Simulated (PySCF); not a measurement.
# Static response to an electric field

Compound: Ni(AsH3)4 (singlet state).
Cartesian coordinates in Å at the PBE0-D3(BJ)/def2-SVP level; atoms count from 1:
```xyz
17
As4H12Ni angstrom
Ni     0.0141   -0.0036    0.0106
As    -0.2334   -0.0458    2.2235
H     -1.6034   -0.0064    2.8974
H      0.3486    1.0252    3.1436
H      0.2634   -1.1933    3.1004
As     2.1784    0.0016   -0.5086
H      3.1576   -1.0723   -0.0395
H      3.1110    1.1469   -0.1204
H      2.6828   -0.0410   -1.9495
As    -0.9556    1.8216   -0.8124
H     -2.4433    2.1114   -0.6232
H     -0.9907    2.1427   -2.3049
H     -0.5398    3.2393   -0.4250
As    -0.9734   -1.7868   -0.8829
H     -0.5309   -3.2215   -0.6025
H     -1.0638   -2.0134   -2.3903
H     -2.4503   -2.1051   -0.6561
```

Level: B3LYP/def2-SVPD (PySCF), static field, nuclei fixed, core orbitals frozen in the response. The polarisability tensor in these axes (au):

```
x   180.21   0.11   0.17
y     0.11 179.22  -0.04
z     0.17  -0.04 180.03
```

**Question.** Give the principal values, the mean and the anisotropy Δα = √{½[(α1 − α2)² + (α2 − α3)² + (α1 − α3)²]}.

**Answer.** Principal values 179.20, 179.94 and 180.32 au; mean 179.82 au = 26.65 Å³ = 29.65 × 10⁻⁴⁰ C²·m²/J; Δα = 0.98 au (1 % of the mean).

**Question.** What is the dipole moment?

**Answer.** 0.01 D at this geometry.

**Question.** Find the Langevin capture rate constant for H3+ (3.023 u) meeting this molecule (369.716 u), k = 2.342 × 10⁻⁹ cm³/s × √(α in Å³ / reduced mass in u).

**Answer.** The reduced mass is 3.00 u, so k = 6.98 × 10⁻⁹ cm³/s.

**Question.** Refractivity n − 1 of an ideal gas of it at 298.15 K and 1 atm, from the electronic α?

**Answer.** N = p/kT = 2.4615 × 10¹⁹ cm⁻³, so n − 1 = 2π × N × 26.65 × 10⁻²⁴ cm³ = 4121 × 10⁻⁶ at long wavelengths.

**Question.** What molar refraction does this α imply?

**Answer.** Lorentz–Lorenz: R = (4π/3)N_A α = 2.5225 cm³/(mol·Å³) × 26.65 Å³ = 67.2 cm³/mol, in the limit of long wavelengths.

**Question.** In TDDFT the mean static polarisability is Σ f/ω² over all singlet excitations (ω in hartree). How much of it do the 15 lowest give? Their energies (eV) and oscillator strengths: 3.88, 0.0001; 3.88, 0.0001; 3.88, 0.0000; 3.98, 0.0000; 3.98, 0.0003; 4.08, 0.0084; 4.09, 0.0226; 4.09, 0.0063; 4.10, 0.0182; 4.11, 0.0002; 4.11, 0.0089; 4.12, 0.0781; 4.13, 0.0656; 4.13, 0.0710; 4.17, 0.0027.

**Answer.** They add up to 12.34 au, 6.9 % of the 179.82 au; the largest single term is 3.41 au, from the state at 4.12 eV. Terms in order: 0.00, 0.00, 0.00, 0.00, 0.01, 0.38, 1.00, 0.28, 0.80, 0.01, 0.39, 3.41, 2.85, 3.08, 0.12 au. Higher excitations give the rest. The strengths listed sum to 0.283.

**Question.** What are the principal values of the traceless quadrupole moment, Θ = ½Σq(3rr − r²1), about the centre of nuclear charge?

**Answer.** -0.08, 0.01, 0.06 D·Å. The electronic extent ⟨r²⟩ about the same centre is 3016 bohr², a root-mean-square distance of 2.22 Å for the 172 electrons.

Isolated species at its PBE0-D3(BJ)/def2-SVP geometry, gas phase. The calculation is non-relativistic, for arsenic too.

These values come from a run that also computed excited states. Hardware: an Arm Neoverse V1 with one thread, shared host. Cost: 3.3 min (grids of density and orbitals included), 1.5 GiB resident at most.
